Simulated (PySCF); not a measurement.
Simulation results for CH4BGeN, BGeH4NSi

All values are calculated (PySCF 2.14.0). Calculation on a computer-drawn molecule: the log of a Hartree-Fock and frozen-core CCSD(T) single point meant for a local Hartree-Fock minimum, with one planted fault or none, to be diagnosed. Offsets are logged minus clean, where the clean run is the same molecule without the fault. The reference is restricted for singlets and unrestricted otherwise, and also for a bond in bohr or an excited solution. Adding or removing an electron swaps singlet and doublet. The excited solution moves the top pair (singlet) or top alpha electron (doublet) to the lowest empty orbital. Highest occupied and lowest empty are orbital energies over both spins, largest force is the largest gradient component, triples share is (T) over the correlation energy, the T1 limit is 0.02 restricted and 0.045 unrestricted, electrons count all cores, a negative frequency is imaginary (commonest isotopes), and the dipole is about the centre of nuclear charge; on germanium a core potential holds 10 electrons, which the energies leave out, and 3d is frozen in MP2 and coupled-cluster steps.

Common to all runs: meant charge 0; meant multiplicity 1; meant basis and core potential on germanium cc-pVDZ-PP ECP10MDF; logged SCF converged yes; logged CC converged yes; logged SCF stable within its kind yes; possible faults no fault, one electron removed, one electron added, multiplicity raised by two, geometry at a saddle point, SCF held on an excited solution, minimal basis STO-3G, one bond length entered in bohr, all coordinates scaled.

(1) CH4BGeN

Logged structure:
```xyz
8
CH4BGeN
B     -1.5890     0.1362     1.5826
C     -1.3619     0.0899     0.2081
N     -0.1724    -0.0164    -0.5445
Ge     1.4556     0.6770    -0.1022
H     -1.8756     0.2006     2.7204
H     -2.2807     0.1917    -0.3745
H     -0.2949    -0.5134    -1.4063
H      2.1707     0.0786    -1.3909
```

* meant basis: cc-pVDZ
* logged electrons: 54
* logged basis functions: 85
* logged spin squared: 2.0216
* logged highest occupied: -6.7424 eV
* logged lowest empty: 0.59962 eV
* logged largest force: 0.091401 hartree/bohr
* logged T1 diagnostic: 0.024982
* logged D1 diagnostic: 0.10816
* logged triples share: 0.032906
* logged dipole magnitude: 2.098 debye
* logged energy HF: -412.57632 hartree
* logged energy CCSD(T): -413.06822 hartree
* planted fault: multiplicity raised by two
* HF energy offset from clean run: 26.8 kcal/mol
* CCSD(T) energy offset from clean run: 42.93 kcal/mol

Drawn bonds:
```csv
atom,other atom,order
1,2,2
2,3,1
3,4,1
1,5,1
2,6,1
3,7,1
4,8,1
```

(2) BGeH4NSi

Logged structure:
```xyz
8
BGeH4NSi
B     -1.7237    -2.3616     0.1789
N     -1.1533    -1.3055     0.1641
Si    -0.4096     0.1794     0.1510
Ge    -1.9568     1.9735     0.4752
H     -2.2590    -3.3607     0.1923
H      0.5826     0.2171     1.1891
H      0.2643     0.3563    -1.1051
H     -0.8197     2.9988     0.3772
```

- meant basis: cc-pV(D+d)Z
- logged electrons: 62
- logged basis functions: 94
- logged spin squared: 0
- logged highest occupied: -8.215 eV
- logged lowest empty: 0.19489 eV
- logged largest force: 0.051853 hartree/bohr
- logged T1 diagnostic: 0.016361
- logged D1 diagnostic: 0.038682
- logged triples share: 0.032036
- logged dipole magnitude: 1.5456 debye
- logged energy HF: -663.77565 hartree
- logged energy CCSD(T): -664.24307 hartree
- planted fault: all coordinates scaled, by -3.3 %
- HF energy offset from clean run: 6.178 kcal/mol
- CCSD(T) energy offset from clean run: 9.885 kcal/mol

Drawn bonds:
```csv
atom,other atom,order
1,2,2
2,3,1
3,4,1
1,5,1
3,6,1
3,7,1
4,8,1
```

(3) BGeH4NSi

Logged structure:
```xyz
8
BGeH4NSi
B     -1.7825    -2.4422     0.1850
N     -1.1927    -1.3501     0.1697
Si    -0.4236     0.1855     0.1562
Ge    -3.4472     3.6915     0.7897
H     -2.3361    -3.4754     0.1989
H      0.6025     0.2245     1.2297
H      0.2733     0.3684    -1.1429
H     -2.2712     4.7519     0.6884
```

- meant basis: cc-pV(D+d)Z
- logged electrons: 62
- logged basis functions: 94
- logged spin squared: 1.0168
- logged highest occupied: -7.626 eV
- logged lowest empty: -0.0032482 eV
- logged largest force: 0.012184 hartree/bohr
- logged T1 diagnostic: 0.017017
- logged D1 diagnostic: 0.047635
- logged triples share: 0.031181
- logged dipole magnitude: 1.6035 debye
- logged energy HF: -663.72869 hartree
- logged energy CCSD(T): -664.17538 hartree
- planted fault: withheld

Drawn bonds:
```csv
atom,other atom,order
1,2,2
2,3,1
3,4,1
1,5,1
3,6,1
3,7,1
4,8,1
```

**Q.** BGeH4NSi (entry 3): planted fault?
**A.** one bond length entered in bohr, row 3 of the drawn bonds

Further results for BGeH4NSi (entry 3):

- HF energy offset from clean run: 35.65 kcal/mol
- CCSD(T) energy offset from clean run: 52.36 kcal/mol
